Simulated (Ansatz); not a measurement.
Consider the formal exchange of groups at the Si–N bond: `C=N[SiH2]N1BC1` + GeH₄ → `C=N[SiH2][GeH3]` + `B1CN1`.

Program: Ansatz. Geometries: PBE0-D4/def2-TZVP. ΔE: electronic, gas phase. CBS: MP2 limit from def2 TZ/QZ plus the TZ coupled-cluster correction, frozen cores. This one scheme is used for every species. Functionals use def2-TZVPP. B3LYP here is the variant with VWN-RPA as its local correlation; programs differ in this. For Ge outer-core shells are correlated without core-valence functions, which leaves a few kJ/mol of doubt a bond. Scalar relativity is left out up to krypton. Each species was taken in one conformer, which may not be the lowest.

CCSD(T)/CBS gives +68.8 kJ/mol.

Problem. Another level gave +48.6 kJ/mol. Which?
A. B3LYP-D4/def2-TZVPP
B. MP2/def2-TZVPP
C. PBE/def2-TZVPP
D. B3LYP/def2-TZVPP

Solution. C. PBE 48.6, B3LYP 64.6, MP2/def2-TZVPP 75.8, B3LYP-D4 68.6 kJ/mol.

Largest T1 diagnostic among the species: 0.014.

The D4 term adds +4.0 kJ/mol with B3LYP and +2.4 kJ/mol with PBE0; it sums over pairs of atoms, weighted by their polarisabilities, and B3LYP, whose exchange is more repulsive, gets the larger term. From PBE to PBE0 (25 % exact exchange), in def2-TZVPP and without D4, ΔE moves by +5.9 kJ/mol.
